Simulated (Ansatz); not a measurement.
Spin states of the cluster KH₂⁻ (the lowest singlet isomer of a short search), each relaxed with B3LYP-D4/def2-TZVPD in Ansatz. Electronic energies in the gas phase.

Correlated methods freeze 5 core orbitals; core or outer-core shells of K are correlated, in sets that lack core-valence functions. HOMO above LUMO, or a gap near zero within one spin, warns that the state may not be the lowest or that an electron is smeared out. In the quintet geometry the species has come apart into loosely held pieces. The structure comes from a short search, and lower isomers may exist.

Singlet geometry (D∞h within 0.1 Å):

```xyz
3

K     0.000   -0.002   -0.005
H    -0.973    2.241   -0.611
H     0.973   -2.239    0.616
```

Triplet geometry (C2v within 0.1 Å):

```
atom   x (Å)   y (Å)   z (Å)
  K1   0.602   1.854   0.296
  H2  -0.033  -1.161   0.772
  H3  -0.569  -0.694  -1.067
```

Quintet geometry (D∞h within 0.1 Å):

| atom | x (Å) | y (Å) | z (Å) |
| --- | --- | --- | --- |
| K1 | 0.003 | -0.004 | -0.002 |
| H2 | 0.799 | 1.818 | -2.533 |
| H3 | -0.802 | -1.814 | 2.535 |

⟨S²⟩: triplet 2.02 at PBE0-D4/def2-TZVPD (pure 2.00), quintet 6.00 at PBE0-D4/def2-TZVPD (pure 6.00).

Run but left out: GFN1-xTB (tight binding far off the other levels).

Only these spin states were relaxed. The quintet has fallen apart into loose fragments. The triplet has other bonds than the singlet, so the gap mixes isomer and spin. The quintet has other bonds than the singlet, so the gap mixes isomer and spin.

```csv
level,triplet − singlet (kJ/mol),quintet − singlet (kJ/mol),lowest of these,remarks
PBE-D4/def2-TZVPD,48.8,360.3,singlet,"HOMO above zero (quintet), HOMO above zero (singlet), HOMO above zero (triplet), gap within one spin near zero (quintet)"
r2SCAN-D4/def2-TZVPD,118.1,421.3,singlet,"HOMO above zero (quintet), HOMO above zero (singlet), HOMO above zero (triplet), gap within one spin near zero (quintet)"
ωB97M-V/def2-TZVPD,194.9,500.0,singlet,HOMO above zero (quintet)
B2PLYP/def2-TZVPD,159.4,447.3,singlet,–
```

Question: Estimate the rows for revPBE-D4/def2-TZVPD, PBE0-D4/def2-TZVPD, MP2/def2-TZVPD, CCSD/def2-TZVPPD.

Answer: 
```tsv
level	triplet − singlet (kJ/mol)	quintet − singlet (kJ/mol)	lowest of these	remarks
revPBE-D4/def2-TZVPD	-194.9	279.6	triplet	HOMO above zero (quintet), HOMO above zero (singlet), HOMO above zero (triplet)
PBE0-D4/def2-TZVPD	67.4	359.0	singlet	HOMO above zero (quintet), HOMO above zero (triplet)
MP2/def2-TZVPD	156.2	385.0	singlet	HOMO above zero (quintet)
CCSD/def2-TZVPPD	166.7	443.1	singlet	HOMO above zero (quintet)
```
